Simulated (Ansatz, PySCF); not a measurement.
Energy landscape of F2Si, singlet: symmetric bend, bond length relaxed. Scanned: F-Si-F angle. Other coordinates (Si-F bond length) were minimised at PBE0/def2-TZVP.

Levels: RKS-PBE/aug-cc-pVQZ = restricted PBE/aug-cc-pVQZ (Ansatz, an electronic-structure program); CAM-B3LYP/def2-TZVP, density fitting (PySCF); CCSD(T)/aug-cc-pVQZ = Ansatz with CCSD(T) on RHF/aug-cc-pVQZ, frozen core.

Energies relative to the lowest point of each profile, in mEh; the last columns give the difference from CCSD(T):

```json
[
 {"a / °": "180", "RKS-PBE/aug-cc-pVQZ": "58.1", "CAM-B3LYP": "67.6", "CCSD(T)/aug-cc-pVQZ": "68.8", "RKS-PBE/aug-cc-pVQZ − CCSD(T)/aug-cc-pVQZ": "-10.7", "CAM-B3LYP − CCSD(T)/aug-cc-pVQZ": "-1.2"},
 {"a / °": "167", "RKS-PBE/aug-cc-pVQZ": "54.6", "CAM-B3LYP": "63.7", "CCSD(T)/aug-cc-pVQZ": "65.1", "RKS-PBE/aug-cc-pVQZ − CCSD(T)/aug-cc-pVQZ": "-10.5", "CAM-B3LYP − CCSD(T)/aug-cc-pVQZ": "-1.4"},
 {"a / °": "157", "RKS-PBE/aug-cc-pVQZ": "47.7", "CAM-B3LYP": "55.8", "CCSD(T)/aug-cc-pVQZ": "57.4", "RKS-PBE/aug-cc-pVQZ − CCSD(T)/aug-cc-pVQZ": "-9.6", "CAM-B3LYP − CCSD(T)/aug-cc-pVQZ": "-1.6"},
 {"a / °": "147", "RKS-PBE/aug-cc-pVQZ": "38.0", "CAM-B3LYP": "44.6", "CCSD(T)/aug-cc-pVQZ": "45.9", "RKS-PBE/aug-cc-pVQZ − CCSD(T)/aug-cc-pVQZ": "-7.9", "CAM-B3LYP − CCSD(T)/aug-cc-pVQZ": "-1.3"},
 {"a / °": "137", "RKS-PBE/aug-cc-pVQZ": "26.9", "CAM-B3LYP": "31.7", "CCSD(T)/aug-cc-pVQZ": "32.4", "RKS-PBE/aug-cc-pVQZ − CCSD(T)/aug-cc-pVQZ": "-5.5", "CAM-B3LYP − CCSD(T)/aug-cc-pVQZ": "-0.8"},
 {"a / °": "127", "RKS-PBE/aug-cc-pVQZ": "15.9", "CAM-B3LYP": "18.9", "CCSD(T)/aug-cc-pVQZ": "19.2", "RKS-PBE/aug-cc-pVQZ − CCSD(T)/aug-cc-pVQZ": "-3.3", "CAM-B3LYP − CCSD(T)/aug-cc-pVQZ": "-0.3"},
 {"a / °": "117", "RKS-PBE/aug-cc-pVQZ": "6.5", "CAM-B3LYP": "8.0", "CCSD(T)/aug-cc-pVQZ": "8.1", "RKS-PBE/aug-cc-pVQZ − CCSD(T)/aug-cc-pVQZ": "-1.5", "CAM-B3LYP − CCSD(T)/aug-cc-pVQZ": "0.0"},
 {"a / °": "107", "RKS-PBE/aug-cc-pVQZ": "0.6", "CAM-B3LYP": "1.1", "CCSD(T)/aug-cc-pVQZ": "1.0", "RKS-PBE/aug-cc-pVQZ − CCSD(T)/aug-cc-pVQZ": "-0.4", "CAM-B3LYP − CCSD(T)/aug-cc-pVQZ": "0.1"},
 {"a / °": "97", "RKS-PBE/aug-cc-pVQZ": "0.0", "CAM-B3LYP": "0.0", "CCSD(T)/aug-cc-pVQZ": "0.0", "RKS-PBE/aug-cc-pVQZ − CCSD(T)/aug-cc-pVQZ": "0.0", "CAM-B3LYP − CCSD(T)/aug-cc-pVQZ": "0.0"},
 {"a / °": "87", "RKS-PBE/aug-cc-pVQZ": "7.7", "CAM-B3LYP": "8.0", "CCSD(T)/aug-cc-pVQZ": "8.2", "RKS-PBE/aug-cc-pVQZ − CCSD(T)/aug-cc-pVQZ": "-0.5", "CAM-B3LYP − CCSD(T)/aug-cc-pVQZ": "-0.1"},
 {"a / °": "80", "RKS-PBE/aug-cc-pVQZ": "20.4", "CAM-B3LYP": "21.9", "CCSD(T)/aug-cc-pVQZ": "22.0", "RKS-PBE/aug-cc-pVQZ − CCSD(T)/aug-cc-pVQZ": "-1.6", "CAM-B3LYP − CCSD(T)/aug-cc-pVQZ": "-0.2"}
]
```

RKS-PBE/aug-cc-pVQZ is furthest from CCSD(T)/aug-cc-pVQZ at 180 (-10.7 mEh, below); its mean absolute difference over the points is 4.7 mEh.

CAM-B3LYP is furthest from CCSD(T)/aug-cc-pVQZ at 157 (-1.6 mEh, below); its mean absolute difference over the points is 0.6 mEh.
